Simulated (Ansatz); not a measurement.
System: C3H6O2, net charge 0, singlet state. 
Geometry from a B3LYP-D3(BJ)/def2-TZVP (Ansatz, an electronic-structure program) optimisation:
SMILES: O=C(C)OC
```xyz
11

C     -1.8543     0.1696     0.1592
C     -0.4282    -0.1404    -0.2035
O     -0.0723    -0.8339    -1.1211
O      0.4291     0.4670     0.6430
C      1.8231     0.2390     0.3870
H     -2.5223    -0.3365    -0.5316
H     -2.0217     1.2467     0.1188
H     -2.0572    -0.1540     1.1808
H      2.0924     0.5983    -0.6055
H      2.3561     0.7951     1.1531
H      2.0542    -0.8236     0.4535
```

Wanted: atomisation energy (electronic, to ground-state atoms), in kJ/mol. Valence correlation only, unless marked. UHF or UKS for open shells. Spin-orbit coupling is left out. No relativistic terms. The coupled-cluster limit lacks core correlation, which all-electron functionals hold. Basis-set limits of correlation are two-point, X^-3; Hartree-Fock from the larger set. [CCSD(T)-MP2]/basis is that difference in the basis named.

| level | program | atomisation energy (kJ/mol) | minus last row | rough core time |
|---|---|---|---|---|
| PBE0/STO-3G | Ansatz | 5080.4 | 533.6 | under 20 s |
| PBE0-D3(BJ)/def2-TZVPD | Ansatz + dftd3 | 4566.9 | 20.1 | under 20 s |
| PBE0-D4/def2-TZVP | Ansatz + dftd4 | 4566.3 | 19.5 | under 20 s |
| r2SCAN0-D4/def2-TZVPD | Ansatz + dftd4 | 4471.7 | -75.1 | 20 s |
| wB97X-V/def2-TZVPD | Ansatz | 4552.2 | 5.4 | 30 s |
| RPA@PBE/cc-pVTZ | Ansatz | 4232.8 | -314.0 | under 20 s |
| MP2/6-31G* | Ansatz | 4264.4 | -282.4 | - |
| MP2/cc-pVTZ | Ansatz | 4527.3 | -19.5 | - |
| SCS-MP2/cc-pVTZ | Ansatz | 4490.8 | -56.0 | - |
| CCSD/aug-cc-pVTZ | Ansatz | 4374.4 | -172.4 | - |
| CCSD(T)/STO-3G | Ansatz | 4307.9 | -238.9 | under 20 s |
| CCSD(T)/6-31G | Ansatz | 3815.5 | -731.3 | under 20 s |
| CCSD(T)/cc-pVDZ | Ansatz | 4206.6 | -340.2 | 22 s |
| RI-MP2/CBS(cc-pVTZ,cc-pVQZ)+[CCSD(T)-MP2]/cc-pVDZ | Ansatz | 4559.0 | 12.2 | 60 s |
| RI-MP2/CBS(aug-cc-pVTZ,aug-cc-pVQZ)+[CCSD(T)-MP2]/aug-cc-pVTZ | Ansatz | 4546.8 | 0.0 | - |

Core times are rough, on shared machines, summed over the molecules involved; a dash marks a level read off another run, or run on other hardware, by another program or under a memory cap.
